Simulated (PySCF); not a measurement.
Compound: C3H8BNO.
SMILES with atom numbers: `[CH3:1][C:2]#[C:3][B@H-:4]([NH3+:5])[OH:6]` (hydrogens: H7, H8, H9 on C1; H10 on B4; H11, H12, H13 on N5; H14 on O6)

Structure used (GFN2-xTB), in Å, numbered top down from 1:
```
atom  x, y, z in Å
C1     2.862    0.012    0.078
C2     1.428   -0.213    0.062
C3     0.237   -0.388    0.027
B4    -1.290   -0.664    0.042
N5    -1.935    1.008    0.420
O6    -1.807   -1.453    1.084
H7     3.177    0.500   -0.846
H8     3.388   -0.938    0.168
H9     3.137    0.647    0.922
H10   -1.814   -0.872   -1.002
H11   -2.920    0.883    0.616
H12   -1.795    1.610   -0.380
H13   -1.453    1.376    1.231
H14   -1.218   -1.507    1.835
```

The closed-shell ground state was solved at several levels (PySCF, density fitting, gas phase, non-relativistic).

| level | basis functions | HOMO (eV) | LUMO (eV) | gap (eV) | dipole (D) |
| --- | --- | --- | --- | --- | --- |
| PBE0/def2-SVPD | 187 | -6.92 | -0.03 | 6.89 | 4.58 |
| PBE0/pcSseg-1 | 142 | -6.85 | 0.60 | 7.45 | 4.75 |

Problem. Estimate the row for B3LYP/def2-SVPD, a basis of 187 functions; the other rows only guide the guess.

Solution. HOMO -6.71 eV, LUMO -0.35 eV, gap 6.36 eV, dipole 4.55 D.

Problem. Over all these levels, which gives the widest orbital gap and which the narrowest?

Solution. PBE0/pcSseg-1 (global hybrid, 25 % exact exchange) has the widest, 7.45 eV, and B3LYP/def2-SVPD (global hybrid, 20 % exact exchange) the narrowest, 6.36 eV. Functional and basis both differ between the two, so the spread mixes both effects.

Problem. How far do the dipole and the HOMO energy spread over the levels?

Solution. The dipole runs from 4.55 to 4.75 D (mean 4.63 D) and the HOMO from -6.92 to -6.71 eV.

One conformer stands for the species.
